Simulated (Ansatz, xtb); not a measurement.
System: ZnH2, charge 0, multiplicity 1. 
Geometry from a B3LYP-D3(BJ)/def2-TZVP (Ansatz, a first-principles code) optimisation:
```
Zn
H 1 1.5440
H 1 1.5440 2 180.00
```

Harmonic wavenumbers from GFN2-xTB (xtb, at its own minimum), cm⁻¹: 405, 405, 1687, 1735.

**Question.** Give the harmonic wavenumbers at B3LYP-D3(BJ)/def2-TZVP (Ansatz, finite differences of forces, unscaled).

**Answer.** 655, 655, 1891, 1892 cm⁻¹. Zero-point energy 7.3 kcal/mol.

**Question.** From these and the geometry, give the ideal-gas thermochemistry at 298.15 K and 1 atm (rigid rotor, harmonic oscillator).

**Answer.** Point group D∞h, rotational symmetry number 2. Rotational constants 105.1, 105.1 GHz. S(trans) 38.54, S(rot) 8.72, S(vib) 0.73, S(elec, spin only) 0.00, S 48.0 cal/(mol K). H(298) - H(0) 2.24 kcal/mol; G - E(el) -4.8 kcal/mol.
